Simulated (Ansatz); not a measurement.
Geometry optimisation, RHF/def2-SVP in Ansatz.

The input (input.yaml):

```yaml
crystal:
  periodic: [false, false, false]
  atoms:
    - { symbol: B, position_ang: [0.0, 0.0, 0.0] }
    - { symbol: F, position_ang: [0.0, 0.0, 1.67] }
    - { symbol: H, position_ang: [1.0305, 0.0, -0.595] }
    - { symbol: H, position_ang: [-1.0305, 0.0, -0.595] }
    - { symbol: O, position_ang: [0.0715, -1.6212, 0.5392] }
    - { symbol: Al, position_ang: [-0.7444, -2.995, -0.2453] }
    - { symbol: H, position_ang: [0.0056, -4.3518, -0.419] }
    - { symbol: H, position_ang: [-2.2093, -2.8421, -0.7592] }
    - { symbol: H, position_ang: [0.0453, -1.0266, 1.5024] }
basis:
  gaussian: { orbitals: def2-SVP }
hamiltonian:
  xc: hf
relax:
  f_tol: 0.15
  max_steps: 25
  restrain:
    - { distance: [0, 4], at: 2.61, k: 30.0 }
    - { distance: [8, 1], at: 2.12, k: 30.0 }
    - { distance: [0, 1], at: 1.32, k: 30.0 }
    - { distance: [8, 4], at: 1.01, k: 30.0 }
```

Run as:

```bash
$ ansatz run input.yaml --threads 1 --pin off --max-ram 2048MiB --backend cpu --events-out ev --progress --plain --runs-dir out
```

Task: Where does it end, and by what steps?

Result: The run converged. The restraints hold the end off the free minimum; the threshold counts their pulls, which the force column leaves out. Restrained pairs: B1–O5 (1.71 → 2.61 Å), F2–H9 (1.04 → 2.13 Å), B1–F2 (1.67 → 1.32 Å), O5–H9 (1.13 → 0.96 Å). After 6 steps the energy has fallen by 2.621 eV (the restraints' own energy left out); F2 moved furthest, 0.66 Å.

| step | energy less start (eV) | largest force component (eV/Å) | accepted |
| --- | --- | --- | --- |
| 0 | 0.0000 | 5.903 | yes |
| 1 | -0.9303 | 3.013 | yes |
| 2 | -1.8194 | 3.128 | yes |
| 3 | -2.1902 | 2.428 | yes |
| 4 | -2.4474 | 1.344 | yes |
| 5 | -2.5351 | 1.783 | yes |
| 6 | -2.6212 | 1.039 | yes |

```xyz
9
Properties=species:S:1:pos:R:3
B 0.095 0.400 0.009
F 0.068 0.554 1.321
H 1.154 0.443 -0.543
H -0.950 0.354 -0.571
O -0.006 -2.101 0.742
Al -0.788 -3.294 -0.174
H 0.056 -4.543 -0.618
H -2.299 -3.099 -0.586
H -0.160 -1.551 1.518
```

The run took 17 s on 1 thread of AMD EPYC 7R43 64-Core Processor (Zen 3), with other jobs on the host, peak memory 0.16 GiB.
